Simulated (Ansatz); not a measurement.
The Ansatz (a first-principles code) input:
Ansatz 0.2 input:
```yaml
crystal:
  periodic: [false, false, false]
  atoms:
    - {symbol: B, position_ang: [0.00000000, 0.00000000, 0.00000000]}
basis:
  gaussian:
    orbitals: 6-31G*
hamiltonian:
  xc: hf
total_charge: -1
magnetization: {spin_polarized: true, initial_magnetization: 2}
accuracy: high
```

### Question
What does this run give for the number of basis functions, total energy, <S^2>?

### Answer

| Item | Result |
|---|---|
| number of basis functions | 15 |
| total energy | -24.4646 Eh |
| <S^2> | 2.003 |

A gas-phase anion may not be bound at this level; its values then depend on the basis.
